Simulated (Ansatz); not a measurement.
Compare A (`C=C(F)B(S)Cl`) with its isomer B (`FC1(Cl)CB1S`).

Program: Ansatz. Geometries: PBE0-D4/def2-TZVP. ΔE: electronic, gas phase. CCSD(T)/CBS adds triple-zeta CCSD(T) − MP2 to the extrapolated MP2 energy (def2 sets, frozen cores). DFT in def2-TZVPP. B3LYP here is the variant with VWN-RPA as its local correlation; programs differ in this. Each species was taken in one conformer, which may not be the lowest.

**Question.** Which is lower in electronic energy at CCSD(T)/CBS, and by how much? (An estimate is asked.)

**Answer.** Ansatz gave: A, by 51.5 kcal/mol.

**Question.** Give E(B) − E(A) in kcal/mol with r2SCAN-D4, PBE-D4, B3LYP-D4, HF/def2-TZVPP, B2PLYP, ωB97M-V, PBE0-D4. (Best estimate.)

**Answer.** The calculation gave: r2SCAN-D4 48.7, PBE-D4 46.4, B3LYP-D4 51.3, HF/def2-TZVPP 55.3, B2PLYP 51.5, ωB97M-V 49.0, PBE0-D4 46.7. None reverses the order clearly.

Largest T1 diagnostic: 0.013.

In def2-TZVPP, CCSD(T) changes the Hartree–Fock value by −3.4 kcal/mol (the triples alone add +0.2 kcal/mol) and MP2 by −4.2 kcal/mol.
